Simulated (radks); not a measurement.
The numbers below are computed, except where a source is named.
Q: Species: Hf4+. Configuration: [Xe] 4f14. Code: a radial shooting solver on a logarithmic mesh with Libxc functionals. Model: Dirac Kohn-Sham, BLYP, spin-unpolarised, spherical densities, point nucleus. Some entries of the table are withheld. Estimate them.

orbital  occ.  eigenvalue (eV)  <r^2> (bohr^2)
1s1/2       2        -65249.34       0.0004949
2s1/2       2        -11185.81        0.007580
2p1/2       2        -10684.77        0.005431
2p3/2       4        -9492.417        0.006638
3s1/2       2        -2579.869             (1)
3p1/2       2        -2357.893             (2)
3p3/2       4        -2102.373             (3)
3d3/2       4        -1726.881         0.04079
3d5/2       6        -1671.150         0.04263
4s1/2       2        -552.1939          0.2477
4p1/2       2        -461.2960          0.2567
4p3/2       4        -402.8035          0.2934
4d3/2       4        -253.4979          0.3246
4d5/2       6        -242.7915          0.3388
5s1/2       2        -107.4982           1.421
5p1/2       2         -81.3576             (4)
5p3/2       4         -73.1735             (5)
4f5/2       6         -58.5932          0.5637
4f7/2       8         -56.8384          0.5847

A: 
(1) 3s1/2 <r^2> (bohr^2): 0.04967
(2) 3p1/2 <r^2> (bohr^2): 0.04570
(3) 3p3/2 <r^2> (bohr^2): 0.05237
(4) 5p1/2 <r^2> (bohr^2): 1.740
(5) 5p3/2 <r^2> (bohr^2): 2.018
